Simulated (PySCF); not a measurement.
Compound: cis-Zr(H2O)2Cl4 (singlet state).
Cartesian coordinates in Å at the PBE0-D3(BJ)/def2-SVP level; atoms count from 1:
```
atom  x, y, z in Å
Zr1   -0.5895   -0.1156   -0.5785
O2    -0.4322    0.1194    1.7284
H3    -0.6201   -0.6618    2.2655
H4    -0.8251    0.8980    2.1443
Cl5   -0.3483   -0.3469   -2.9104
O6     1.7246    0.1240   -0.4661
H7     2.1003    0.9224   -0.8607
H8     2.2545   -0.6391   -0.7328
Cl9   -2.9193   -0.3402   -0.3249
Cl10  -0.3494    2.2688   -0.3455
Cl11   0.1027   -2.3146    0.1117
```

Computed, not measured: PBE0-D3(BJ)/def2-SVP geometry optimisation, gas phase, def2 core potentials past Kr (PySCF 2.14.0).

(1) Which atoms are bound to Zr1, and at what distances?

(2) List the angles at Zr1.

(3) Describe the arrangement about Zr1 in numbers.

(4) What are the other bond lengths?

(5) What are the rotational constants (commonest isotopes, rigid rotor)?

## Answers

(1) 6 atoms: O2 2.324 Å, O6 2.329 Å, Cl9 2.354 Å, Cl5 2.356 Å, Cl11 2.406 Å, Cl10 2.408 Å. The nearest atom not counted as bound is H8, at 2.90 Å (others tie with it).

(2) 
```
        angle  degrees  distance of the outer atoms (Å)
   O6–Zr1–Cl9    171.0                             4.67
   O2–Zr1–Cl5    170.2                             4.66
Cl10–Zr1–Cl11    148.0                             4.63
  Cl5–Zr1–Cl9    101.5                             3.65
 Cl5–Zr1–Cl10    100.5                             3.66
 Cl9–Zr1–Cl10    100.5                             3.66
 Cl9–Zr1–Cl11     99.6                             3.64
 Cl5–Zr1–Cl11     99.5                             3.63
   O2–Zr1–Cl9     88.3                             3.26
   Cl5–Zr1–O6     87.5                             3.24
    O2–Zr1–O6     82.8                             3.08
  O2–Zr1–Cl10     78.3                             2.99
  O6–Zr1–Cl11     78.1                             2.99
  O6–Zr1–Cl10     78.1                             2.99
  O2–Zr1–Cl11     77.8                             2.97
```

(3) The three widest angles are 171.0°, 170.2° and 148.0°, the others run from 77.8° to 101.5°. The Zr–Cl distances aren't all alike: 2.354 to 2.408 Å.

(4) O2–H3 and 3 like bonds 0.966 Å.

(5) A = 811.2, B = 749.4, C = 719.1 MHz: an asymmetric top.

Charge 0, singlet. Stationary, but not proved a minimum.

On one thread, Arm Neoverse V2 (aarch64) (shared host), this took 6.2 min wall and 0.60 GiB of memory at its peak. This is the geometry optimisation.
